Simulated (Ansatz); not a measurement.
`O=C([SiH3])OCO` + `C[S][GeH3]` → `C[S][GeH2][SiH3]` + `O=COCO`  (formal exchange of groups at the Si–C bond)

Program: Ansatz. Geometries: PBE0-D4/def2-TZVP. ΔE: electronic, gas phase. CCSD(T)/CBS is the MP2 limit (def2-TZVPP, def2-QZVPP) plus CCSD(T) − MP2 in def2-TZVPP, frozen cores. Functionals use def2-TZVPP. B3LYP here is the variant with VWN-RPA as its local correlation; programs differ in this. For Ge outer-core shells are correlated without core-valence functions, which leaves a few kJ/mol of doubt a bond. Scalar relativity is left out up to krypton. Each species was taken in one conformer, which may not be the lowest.

| level | ΔE (kJ/mol) |
| --- | --- |
| r2SCAN-D4 | -36.2 |
| ωB97X-V | -33.1 |
| B3LYP | -32.1 |
| HF/def2-TZVPP | -31.0 |

(1) What does CCSD(T)/CBS give? (Best estimate.)

Largest T1 diagnostic among the species: 0.015.

## Answers

(1) Ansatz gave: -35.4 kJ/mol. The listed levels differ from it by -0.8, 2.3, 3.3, 4.4 kJ/mol.

In def2-TZVPP, CCSD(T) changes the Hartree–Fock value by −4.2 kJ/mol (the triples alone add +0.6 kJ/mol) and MP2 by −4.1 kJ/mol.
